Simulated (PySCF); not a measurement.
methoxyethene (C3H6O), SMILES C=COC.

Coordinates come from a B3LYP-D3(BJ)/def2-SVP optimisation. Other conformers were not sampled.

All values below come from TDDFT-PBE/def2-SVPD (PySCF 2.14.0).

Vertical excitations. Gas-phase values at a fixed geometry. State labels are in the subgroup Cs.

Computed excitation energies, oscillator strengths and character:
| state | symmetry | energy (eV) | λ (nm) | f | main pairs |
|---|---|---|---|---|---|
| S1 | A" | 5.54 | 224 | 0.021 | HOMO→LUMO+1 100 % |
| S2 | A" | 6.15 | 202 | 0.009 | HOMO→LUMO+2 100 % |
| S3 | A' | 6.26 | 198 | 0.327 | HOMO→LUMO 91 % |
| S4 | A" | 6.61 | 188 | 0.003 | HOMO→LUMO+3 99 % |
| S5 | A" | 6.85 | 181 | 0.009 | HOMO→LUMO+4 99 % |
| S6 | A" | 7.44 | 167 | 0.016 | HOMO→LUMO+6 99 % |
| S7 | A' | 7.46 | 166 | 0.005 | HOMO→LUMO+5 97 % |
| S8 | A" | 7.62 | 163 | 0.002 | HOMO−1→LUMO 99 % |
| S9 | A" | 8.01 | 155 | 0.000 | HOMO→LUMO+7 99 % |
| S10 | A' | 8.21 | 151 | 0.028 | HOMO−1→LUMO+1 97 % |
| T1 | A' | 4.11 | 302 | 0 | HOMO→LUMO 98 % |
| T2 | A" | 5.47 | 227 | 0 | HOMO→LUMO+1 100 % |
| T3 | A" | 6.00 | 207 | 0 | HOMO→LUMO+2 99 % |
| T4 | A" | 6.49 | 191 | 0 | HOMO→LUMO+3 98 % |
Triplets are in the Tamm–Dancoff approximation, which puts them higher than full response would, so one can lie above its singlet here.
